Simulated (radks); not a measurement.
Values are calculated unless marked as measured or tabulated.
Problem. The table gives one normalised radial function P(r) = r R(r) of Ir72+ in [He] 2s2 2p1 (r in bohr). Code: a radial shooting solver on a logarithmic mesh with Libxc functionals. Model: scalar-relativistic Kohn-Sham, PBE, spin-polarised, spherical densities, finite nucleus; open shells are filled with parallel spins first (spin-orbit coupling, left out, can overturn this in heavy ions); Fermi nuclear charge, rms radius 5.4032 fm.

r	P
0.001257	0.0322
0.001523	0.0443
0.001831	0.0601
0.002218	0.0825
0.002666	0.1117
0.00323	0.1531
0.003883	0.2066
0.004705	0.2816
0.005656	0.3773
0.006853	0.5091
0.008237	0.6735
0.009981	0.8934
0.012	1.1579
0.01454	1.4953
0.01747	1.8769
0.02117	2.3261
0.02545	2.7822
0.03083	3.2426
0.03706	3.6108
0.04491	3.8446
0.05398	3.8552
0.06541	3.5953
0.07862	3.0917
0.09526	2.3758
0.1145	1.6336
0.1387	0.9473
0.1668	0.4701
0.2021	0.1806
0.2429	0.0557

Which n and l does it have? It may be an empty orbital.

Solution. n = 2, l = 1: the number of nodes gives n - l - 1 = 0, the rise at small r (about r^(l+1), flatter next to the nucleus through relativity) gives l, and the extent must fit the shell. The curve is that of 2p down; the table hardly tells the two spins apart. 2p down (empty): eigenvalue -19171.2 eV, 0 radial nodes, <r> = 0.0631 bohr, 90 % of the charge inside 0.102 bohr.
